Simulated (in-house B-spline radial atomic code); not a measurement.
## Removing one electron from the niobium ion Nb⁵⁺

Closed shell [Ar] 3d10 4s2 4p6. Computed with a B-spline radial code for spherical atoms: Koopmans values of Dirac-Hartree-Fock plus a diagonal self-energy, in second order or with its direct term screened (direct RPA, with the hole-particle interaction, or full time-dependent Hartree-Fock), linearised in energy; no-pair Dirac-Coulomb Hamiltonian, finite nucleus. Shifts add to the Koopmans value (the ΔSCF shift is orbital relaxation alone); the final value takes TDHF screening with Breit and QED.

Command:
```bash
python run_mb.py task.json out
```
Settings (nuclear radius in fm, box in bohr, cutoff in hartree):
```
basis_form          2
Z                   41
core_configuration  [Ar] 3d10 4s2 4p6
rms_radius          4.324
mass_number         93
speed_of_light      137.036
box_radius          10.79
lmax                7
intervals           62
virtual_cutoff      6724.0
```

Run time, properties included: 54 s on 1 thread of Arm Neoverse N1, on a shared host.

Energies in eV:

```json
{"subshell": "4p3/2", "Koopmans": "101.62", "ΔSCF shift": "-0.717", "second order": "?", "direct RPA": "?", "hole-particle": "?", "TDHF": "?", "Breit + QED": "?", "final": "?"}
{"subshell": "4p1/2", "Koopmans": "104.09", "ΔSCF shift": "-0.758", "second order": "0.544", "direct RPA": "0.592", "hole-particle": "0.416", "TDHF": "0.449", "Breit + QED": "-0.069", "final": "104.47"}
```

(1) What does the self-energy do to 4p3/2?

Answers

(1) It shifts the removal energy by 0.592 eV in second order, 0.599 with direct RPA, 0.454 with the hole-particle term and 0.492 with TDHF screening (quasi-particle weight 0.973); Breit and QED add -0.033 eV. The final value is 102.08 eV, against 102.069 ± 0.006 eV (NIST, semi-empirical).
